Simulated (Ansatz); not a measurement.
A run for Ansatz (a first-principles code): R-wB97X-V/def2-TZVPP on H4SeSi (SMILES [SiH3][SeH]), a point of a torsion scan.

Ansatz 0.2 input:
```yaml
crystal:
  periodic: [false, false, false]
  atoms:
    - {symbol: Si, position_ang: [-0.62849053, 0.01908287, 0.01436666]}
    - {symbol: Se, position_ang: [1.50951134, 0.82620990, -0.06790557]}
    - {symbol: H, position_ang: [-0.74216924, -0.73636477, 1.25471002]}
    - {symbol: H, position_ang: [-1.48675058, 1.19434097, -0.01391366]}
    - {symbol: H, position_ang: [-0.83471264, -0.83702963, -1.14833466]}
    - {symbol: H, position_ang: [2.07561875, -0.10090036, 0.86703987]}
basis:
  gaussian:
    orbitals: def2-TZVPP
hamiltonian:
  xc: {name: wB97X-V}
scf: {lower_state_search: off}
```

Program output:

```
WARN ansatz: RAYON_NUM_THREADS=1 ignored (pool sized by the plan → 1); use --threads N
Functional definition: wB97X-V
these checks for a lower state are left out or cut short: stability, starts, cluster_reference, orbital_swaps, neighbouring_geometries, increment
integrals: 0.08 GiB planned
936 factors; their error is unknown
integrals: 0.12 GiB planned
197 factors; integrals over basis functions are off by at most 1.5e-5 eV
mean field: 0.73 GiB planned
mean field evaluation 1: about -73285.1962 eV, gradient 1.0e1 eV
mean field evaluation 2: about -73285.5286 eV, gradient 3.5e0 eV
mean field evaluation 4: about -73285.5702 eV, gradient 4.6e-1 eV
mean field evaluation 8: about -73285.8469 eV, gradient 3.1e-1 eV
mean field evaluation 16: about -73285.8470 eV, gradient 1.2e-5 eV
mean field -73285.84701316 eV, -2693.2052028025 hartree, gradient 4.3e-6 eV, S^2 0.000000; 0 other end points of the search recorded, 0 dependent functions left out
reference -73285.84701137 eV, -2693.2052027366 hartree; 26, 26 occupied and 120, 120 virtual orbitals, 936 factors
Total energy: -73285.84701137 eV, -2693.2052027366 hartree
Checks for a lower state left out: stability, starts, cluster_reference, orbital_swaps, neighbouring_geometries, increment
```

The run converged.

Cost: around 5 core-seconds (rough).
